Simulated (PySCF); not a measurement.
**Computed properties of Hf(OH)3(H) (H4HfO3), SMILES [OH][HfH]([OH])[OH], multiplicity 1**

Hf(OH)3(H) (H4HfO3), SMILES [OH][HfH]([OH])[OH], multiplicity 1. Geometry: B3LYP-D3(BJ)/def2-SVP. The spin state was assumed, not searched. The structure was generated by enumeration; whether it is a known compound was not checked. The def2 effective core potentials stand for the cores of Hf; spin–orbit coupling is left out. Other conformers were not sampled. All values are computed for the isolated molecule unless a solvent is named; none is compared with measurement here.

**Structure.** The optimised structure has C3v symmetry. All 18 harmonic modes at B3LYP-D3(BJ)/def2-SVP (PySCF) are real, so it is a minimum. With heavy atoms numbered as in [HfH:1]([OH:2])([OH:4])[OH:6], the shortest bond between them is Hf1–O6 at 1.932 Å and the longest Hf1–O2 at 1.932 Å.

**Vibrations.** The strongest infrared lines (harmonic, unscaled, degenerate partners summed) lie at 3984 cm⁻¹ (627 km/mol, H 94 %), 292 cm⁻¹ (594 km/mol, H 80 %, O 19 %), 704 cm⁻¹ (436 km/mol, O 74 %, Hf 13 %, H 13 %). The softest mode is at 141 cm⁻¹ and the zero-point energy is 27.5 kcal/mol.

**Electronic structure.** M06-2X/def2-TZVPD (PySCF) places the frontier levels at -9.09 and -0.18 eV, a gap of 8.91 eV, and gives a dipole moment of 2.76 D and a mean polarisability of 54.4 bohr³. PBE/def2-TZVPD (PySCF) at the same geometry gives -6.49 and -0.90 eV, so its gap is 3.32 eV narrower. An orbital gap is neither the optical nor the fundamental gap.

**Excitations.** TDA-B3LYP/def2-SVPD (PySCF) has S1 at 6.27 eV (198 nm, f = 0.057, bright); the most intense of the 10 singlets computed lies at 7.28 eV (f = 0.22). Strengths of degenerate partners are summed. T1 (TDA) is at 5.51 eV, 0.76 eV under S1. TDA-PBE/def2-SVPD (PySCF) puts S1 at 5.80 eV. No vertical singlet excitation falls in the visible range (under 3.1 eV).
